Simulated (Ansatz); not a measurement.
`N=CC([SiH3])Cl` → `CN(C)[Si]Cl`  (isomerisation)

Gas-phase electronic energies from Ansatz, PBE0-D4/def2-TZVP geometries. CBS: MP2 limit from def2 TZ/QZ plus the TZ coupled-cluster correction, frozen cores. DFT in def2-TZVPP. One conformer a species, not always the lowest.

```json
{"level": "B97M-V", "ΔE (kJ/mol)": "-198.4"}
{"level": "CAM-B3LYP-D4", "ΔE (kJ/mol)": "-197.5"}
{"level": "BLYP", "ΔE (kJ/mol)": "-190.7"}
{"level": "r2SCAN", "ΔE (kJ/mol)": "-190.0"}
{"level": "PBE0", "ΔE (kJ/mol)": "-197.1"}
{"level": "r2SCAN0", "ΔE (kJ/mol)": "-195.4"}
{"level": "HF/def2-SVP", "ΔE (kJ/mol)": "-191.2"}
{"level": "CCSD/def2-SVP", "ΔE (kJ/mol)": "-192.7"}
```

Q: What does CCSD(T)/CBS give? (Best estimate.)

A: The calculation gave: -192.1 kJ/mol. The listed levels differ from it by -6.3, -5.4, 1.4, 2.1, -5.0, -3.3, 0.9, -0.6 kJ/mol.

Largest T1 diagnostic among the species: 0.013.

Leaving LDA and LC-ωPBE aside and taking each functional with its dispersion term where it has one, the values, not all of them listed here, spread over 15.2 kJ/mol, from ωB97M-V to ωB97X-V. LDA lies −21.0 kJ/mol from PBE without D4. From r2SCAN to r2SCAN0 (25 % exact exchange), in def2-TZVPP and without D4, ΔE moves by −5.4 kJ/mol.

CCSD(T)/CBS has its own doubt, a few kJ/mol and more with outer-core shells, so smaller differences from it don't rank the levels.
